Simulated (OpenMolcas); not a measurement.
**Levels of Kr²⁺ by method**

```yaml
Program: OpenMolcas
Basis: ANO-RCC [9s8p6d4f2g]
Scalar_Hamiltonian: DKH2, point nucleus
Active_space: 6 electrons in 9 orbitals (RAS2 4s 4p; RAS3 4d, at most 2 electrons)
State_averaging: 2S+1 = 3 even, 3 roots; 2S+1 = 1 even, 7 roots; 2S+1 = 3 odd, 3 roots; 2S+1 = 1 odd, 3 roots
Spin-orbit_coupling: RASSI with atomic mean-field integrals over the reference wave functions, term energies averaged over their components
```

Methods on the same reference wave functions:
A. RASSCF
B. SS-RASPT2, IPEA 0.25 Eh, imaginary shift 0.1 Eh (closed shells correlated: 3d)
C. MS-RASPT2, IPEA 0.25 Eh, imaginary shift 0.1 Eh (closed shells correlated: 3d)
D. XMS-RASPT2, IPEA 0.25 Eh, imaginary shift 0.1 Eh (closed shells correlated: 3d)

Energies in cm-1 above 4s2 4p4 3P2, the measured ground level; measured values from Saloman, J. Phys. Chem. Ref. Data 36, 215 (2007).

```
       Level       A       B       C       D  Measured
 4s2 4p4 3P2     0.0     0.0     0.0     0.0       0.0
 4s2 4p4 3P1    4027    4090    4090    4090      4548
 4s2 4p4 3P0    4934    4950    4940    4950      5313
 4s2 4p4 1D2   16566   14600   14600   14580     14644
 4s2 4p4 1S0   34344   33040   32910   33410     33080
4s 4p5 3P* 2  115106  116230  116230  116300    115931
4s 4p5 3P* 1  118356  119440  119440  119510    119380
4s 4p5 3P* 0  120218  121340  121340  121410    121543
```

Deviations, from unrounded energies. A percentage is the sum of absolute deviations over the sum of measured energies, with the sign that they share, or ± where signs differ.

| Against measurement | Levels | A | B | C | D |
| --- | --- | --- | --- | --- | --- |
| mean absolute deviation (cm-1) | 7 | 1000 | 210 | 230 | 260 |
| fine structure of the ground term (%) | 2 | -9.1 | -8.4 | -8.5 | -8.3 |
| other terms of the ground configuration (%) | 2 | +6.7 | -0.2 | -0.4 | ±0.8 |
| other configurations (%) | 3 | -0.9 | ±0.2 | ±0.2 | ±0.2 |

B lies closest to measurement on these levels and A furthest from it. The largest miss of B in the table is 4s2 4p4 3P1, by -460 cm-1. The ranking rests on the paired levels alone, and a cruder setting can come out closer through cancelling errors.

Among B to D the level of the table that moves most is 4s2 4p4 1S0, by 500 cm-1 (lowest in C, highest in D). Moves below CASPT2's spread within the term are not significant.

The two smallest mean deviations differ by little beside CASPT2's spread within terms, so their order carries little weight.

From A to B the spin-free energies of the other terms of 4s2 4p4 shown, above 3P, scale by factors of 0.85 to 0.95.

The lowest spin-free term lies below A's lowest term by 0.272 hartree in B, 0.272 hartree in C, 0.274 hartree in D.

Term energies are means over components that CASPT2 splits; among the terms shown or strongly mixed into the levels shown the widest spread is 49 cm-1 (4s2 4p4 1D, D). The run also gave levels led by 4s2 4p3 4d, which use shells meant for correlation; these and all levels above them are left out. Some terms mix strongly with configurations of 4d, whose occupation reaches 0.25 (4s 4p5 3P*). Computed and measured levels are paired by configuration, term and J; levels that our copy of the source lacks, or whose pairing is in doubt (as where it misses far off the trend of its configuration), stay unpaired and out of the deviations. Only configurations of the active space appear. Levels that lie high or do not pair safely by name in every column are left out.

* marks odd parity.
